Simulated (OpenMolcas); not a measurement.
## neutral zinc: effect of the basis set

```yaml
Program: OpenMolcas
Method: "SS-CASPT2, IPEA 0.25 Eh, imaginary shift 0.1 Eh (closed shells correlated: 3d)"
Active_space: 2 electrons in 4 orbitals (4s 4p)
State_averaging: 2S+1 = 3 even, 3 roots; 2S+1 = 1 even, 1 root; 2S+1 = 3 odd, 3 roots; 2S+1 = 1 odd, 3 roots
Spin-orbit_coupling: RASSI with atomic mean-field integrals over the reference wave functions, term energies averaged over their components
```

A. ANO-RCC-VDZP [5s4p2d1f], DKH2, point nucleus; CASPT2 step of the order of 1.2 core-seconds
B. ANO-RCC-VTZP [6s5p3d2f1g], DKH2, point nucleus; CASPT2 step roughly 2.3 core-seconds
C. ANO-L-VTZP [6s5p3d2f1g], non-relativistic, point nucleus; CASPT2 step about 1.4 core-seconds
D. ANO-RCC-VQZP [7s6p4d3f2g1h], DKH2, point nucleus; CASPT2 step about 5 core-seconds

Energies in cm⁻¹ above 4s² ¹S₀, the measured ground level; measured values from NIST Handbook of Basic Atomic Spectroscopic Data.

| Level | A | B | C | D | Measured |
| --- | --- | --- | --- | --- | --- |
| 4s² ¹S₀ | 0.0 | 0.0 | 0.0 | 0.0 | 0.0 |
| 4s 4p ³P°₀ | 30880 | 31982 | 30845 | 31974 | 32311 |
| 4s 4p ³P°₁ | 31036 | 32142 | 31018 | 32131 | 32501 |
| 4s 4p ³P°₂ | 31351 | 32466 | 31367 | 32447 | 32890 |
| 4s 4p ¹P°₁ | 52858 | 50360 | 50528 | 48805 | 46745 |

Deviations, from unrounded energies. A percentage is the sum of absolute deviations over the sum of measured energies, with the sign that they share, or ± where signs differ.

```csv
Against measurement,Levels,A,B,C,D
mean absolute deviation (cm-1),4,2600,1200,2100,800
other configurations (%),4,±7.3,±3.3,±5.7,±2.2
```

D lies closest to measurement on these levels and A furthest from it. The largest miss of D in the table is 4s 4p ¹P°₁, by +2100 cm-1. The ranking rests on the paired levels alone, and a cruder setting can come out closer through cancelling errors.

Among A to D the level of the table that moves most is 4s 4p ¹P°₁, by 4100 cm-1 (lowest in D, highest in A).

Measured partners are found by configuration, term and J. A level has none where our copy of the source lacks it or the pairing is in doubt (some pairs that miss far off the trend of their configuration count as doubtful), and it then counts in no deviation. Only configurations of the active space appear. The table leaves out levels that lie high or whose names do not pair safely across all columns.

° marks odd parity.
